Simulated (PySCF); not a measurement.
Geometries of 2 isomers of C3H9BS, from PySCF 2.14.0, PBE0-D3(BJ)/def2-SVP geometry optimisation, gas phase. One conformer each, no zero-point energy, no frequencies.

Question: Which is lower in electronic energy at this level?
A.
```xyz
14
angstrom
C     -2.404   -0.030   -0.162
C     -1.269    0.978   -0.343
B      0.128    0.473    0.163
S      1.579    0.758   -0.815
C      2.952    0.101    0.176
H     -3.377    0.390   -0.458
H     -2.486   -0.356    0.887
H     -2.239   -0.933   -0.770
H     -1.485    1.880    0.265
H     -1.225    1.334   -1.387
H      0.249   -0.103    1.223
H      3.200    0.792    0.993
H      2.696   -0.883    0.589
H      3.824    0.002   -0.484
```
B.
```xyz
14
angstrom
B      0.559    0.103    0.258
C      1.976    0.336    0.899
H      2.435    1.236    0.453
H      2.682   -0.501    0.797
H      1.858    0.563    1.973
C     -0.576    1.194    0.303
H     -0.261    2.118    0.810
H     -1.470    0.809    0.824
H     -0.913    1.461   -0.713
S      0.309   -1.488   -0.530
C     -1.393   -1.460   -1.156
H     -2.116   -1.352   -0.335
H     -1.574   -2.418   -1.662
H     -1.538   -0.645   -1.878
```

Answer: B. That is `CSB(C)C` (BMe2(SMe)), 13.5 kcal/mol below the other.

```
 SMILES           atoms numbered as above      E (Eh)  relative (kcal/mol)  relative (kJ/mol)  dipole (D)
CSB(C)C                                 –  -542.28126                  0.0                0.0        1.51
  CCBSC  [CH3:1][CH2:2][BH:3][S:4][CH3:5]  -542.25967                 13.5               56.7        1.06
```
